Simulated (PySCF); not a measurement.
C₂Cl₃, SMILES ClC(Cl)=[C]Cl, multiplicity 2.

The structure is a stationary point at B3LYP-D3(BJ)/def2-SVP. The isomer is the one that the SMILES or the coordinates give; other isomers of the formula were not compared.

Two levels are set side by side: PBE/def2-TZVP (PySCF) and ωB97X/def2-TZVP (PySCF). Same geometry, gas phase. Differences are taken from unrounded values.

```tsv
quantity	ωB97X	PBE	PBE minus ωB97X
α-spin orbital gap (eV)	11.23	4.64	-6.59
β-spin orbital gap (eV)	8.19	1.61	-6.58
dipole moment (D)	0.83	0.83	0.00
mean polarisability (bohr³)	60.0	63.5	3.5
```

PBE's more diffuse valence density responds more strongly to a field. Differences between two approximate levels are no errors against the true value.

Rough cost on one machine, each run with all the roots and properties that it gave: ωB97X against PBE within a factor of 2.
